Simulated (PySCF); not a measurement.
**Polarisability and C₆ of Ag³⁴⁺ (silver, charge +34)**

[Ne] 3s2 3p1, 2P determinant. Calculation: PySCF 2.14, in an uncontracted even-tempered set (18 s from 5 bohr⁻², ratio 2.5; 12 p from 6.5 bohr⁻², ratio 2.5; 5 d from 27 bohr⁻², ratio 2.7; 4 f from 41 bohr⁻², ratio 2.7); scalar relativity by spin-free X2C-1e. Coupled (time-dependent) response in atomic units; α is the mean over directions.

```tsv
method	mean α (bohr³)	α xx, yy, zz	C₆ (like pair)	S(−4)
UHF	0.02239	0.02533, 0.01649, 0.02533	0.002109	0.0008830
PBE0	0.02183	0.02477, 0.01595, 0.02477	0.002020	0.0008543
```

S(−4) is the Cauchy moment in α(ω) = α(0) + S(−4) ω² + …

Spin-orbit coupling is absent.

α(iu) at PBE0:

| u (hartree) | α(iu) (bohr³) |
| --- | --- |
| 0 | 0.02183 |
| 0.600 | 0.02153 |
| 1.20 | 0.02067 |
| 2.40 | 0.01790 |
| 3.60 | 0.01475 |
| 4.80 | 0.01196 |
| 6.00 | 0.009743 |
| 9.00 | 0.006203 |
| 12.0 | 0.004339 |
| 18.0 | 0.002613 |
| 30.0 | 0.001464 |

For an ion, C₆ is the dispersion term alone; charge-induced terms of lower order in 1/R come first.

The components differ because the open shell of this determinant is not spherical; for a pure term their mean is the scalar polarisability.

Spin-orbit coupling, absent here, splits the open shell strongly.
